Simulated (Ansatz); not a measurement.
`C=C[SiH2]BN` and `NB[SiH2][SiH3]` differ in one atom or group.

Ansatz, PBE0-D4/def2-TZVP geometries, multiplicity 1. Each molecule was computed in one conformer, which needn't be the lowest.

```csv
property,`C=C[SiH2]BN`
HOMO–LUMO gap (PBE0/def2-TZVPP) / eV,6.59
size of the dipole moment (B3LYP/def2-TZVPP) / D,2.11
LUMO energy (PBE/def2-TZVPP) / eV,-1.62
HOMO–LUMO gap (ωB97M-V/def2-TZVPP) / eV,10.67
LUMO energy (PBE0/def2-TZVPP) / eV,-0.69
HOMO energy (ωB97M-V/def2-TZVPP) / eV,-9.42
```

Give the same properties after the change, and the shifts. (An estimate is asked.)

Ansatz gave: 
| property | `NB[SiH2][SiH3]` | shift |
| --- | --- | --- |
| HOMO–LUMO gap (PBE0/def2-TZVPP) / eV | 6.87 | 0.28 |
| size of the dipole moment (B3LYP/def2-TZVPP) / D | 2.60 | 0.49 |
| LUMO energy (PBE/def2-TZVPP) / eV | -1.65 | -0.03 |
| HOMO–LUMO gap (ωB97M-V/def2-TZVPP) / eV | 10.77 | 0.10 |
| LUMO energy (PBE0/def2-TZVPP) / eV | -0.76 | -0.07 |
| HOMO energy (ωB97M-V/def2-TZVPP) / eV | -9.67 | -0.25 |

With PBE0 the HOMO falls by 0.35 eV and the LUMO falls by 0.07 eV, so the gap widens by about 0.28 eV. PBE moves the HOMO by -0.35 eV and ωB97M-V by -0.25 eV. Dipoles are sizes alone; their direction can turn.

B3LYP here is the variant with VWN-RPA as its local correlation; programs differ in this.
